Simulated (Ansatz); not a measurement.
This geometry of AlF$_{2}$H$_{3}$SSe (8 atoms, charge 0, multiplicity 1) is a first-order saddle point.

Computed with RKS PBE/def2-SVP in Ansatz.

```xyz
8
Properties=species:S:1:pos:R:3
Al -0.270 -0.850 0.333
S -1.451 1.012 -0.433
F -0.409 -2.127 -0.747
F -0.446 -1.068 1.986
H 0.344 1.141 -0.497
Se 1.875 0.380 -0.145
H -1.475 0.517 -1.705
H 1.833 0.995 1.208
```

Which two structures does it join? (They come from a converged band through this point; their orientation in space is the band's.)

Bonds broken: H5–Se6. Bonds formed: S2–H5.

Initial state:

```xyz
8
Properties=species:S:1:pos:R:3
Al -0.524 -0.770 0.237
S -1.911 0.804 -0.453
F -0.293 -2.093 -0.776
F -0.365 -0.976 1.900
H 1.322 1.595 -0.557
Se 1.911 0.338 -0.023
H -1.986 0.243 -1.694
H 1.845 0.859 1.367
```

Final state:

```xyz
8
Properties=species:S:1:pos:R:3
Al 0.075 -0.794 0.394
S -1.362 1.113 -0.560
F -0.372 -1.833 -0.859
F -0.683 -0.989 1.881
H -0.307 1.609 -1.269
Se 2.265 0.022 0.312
H -1.721 0.263 -1.566
H 2.105 0.610 1.667
```

How far does it lie above each of them?

3.0 kcal/mol above the first and 5.5 kcal/mol above the second. This is the barrier of this one path; another mechanism may lie lower. The orbitals stay closed-shell, which can raise the energy where a bond breaks towards radicals; this wasn't checked here.

The run took 2.7 min on 2 threads of Arm Neoverse V1, with other jobs on the host, peak memory 0.16 GiB.
